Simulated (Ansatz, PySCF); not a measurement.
Stretching the Ge2–H3 bond in BGeH5 (SMILES [BH2][GeH3]) (multiplicity 1 held, fragments rigid). Energies count from the point at 1.540 Å.
Geometry at that point (charge 0, multiplicity 1):
```tsv
atom	x (Å)	y (Å)	z (Å)
B	-1.6845	-0.0898	-0.3881
Ge	0.3243	0.0133	0.0725
H	1.1614	-1.1822	-0.4179
H	0.9348	1.2960	-0.5323
H	0.5058	0.1201	1.6021
H	-2.4052	0.7934	-0.0463
H	-2.1530	-1.0048	-0.9863
```

Restricted levels (R-, RO-) in cc, def2 and unpolarised 6-31G sets keep to the state of the molecule at rest. Unrestricted levels (U-) break spin symmetry where that is lower. Curves can end on different states.

Cores are frozen in the correlated methods. Filled d and f shells under p-block atoms count as core. Rows in LANL2DZ carry no dispersion term and start afresh at each structure. LANL2DZ brings its own core potentials from Na on.

Programs: Ansatz (Gaussian basis) for Hartree–Fock, density functionals and correlated methods; PySCF for LANL2DZ rows. Each number belongs to the level named beside it.

### Question
One of these levels gives 5.262 eV for the energy at R = 4.927 Å. Which?
A) R-MP2/cc-pVTZ
B) U-wB97X-V/cc-pVTZ
C) R-HF/cc-pVTZ
D) U-HF/LANL2DZ

### Answer
A, R-MP2/cc-pVTZ. The others give 2.882 (U-HF/LANL2DZ), 6.987 (R-HF/cc-pVTZ), 3.890 (U-wB97X-V/cc-pVTZ)

Doubts at one or more of the structures used: a spin-contaminated determinant (U-HF/LANL2DZ, U-wB97X-V/cc-pVTZ); a restricted determinant that unrestricted orbitals would lower (R-HF/cc-pVTZ, R-MP2/cc-pVTZ).

Ansatz is a program for electronic structure.
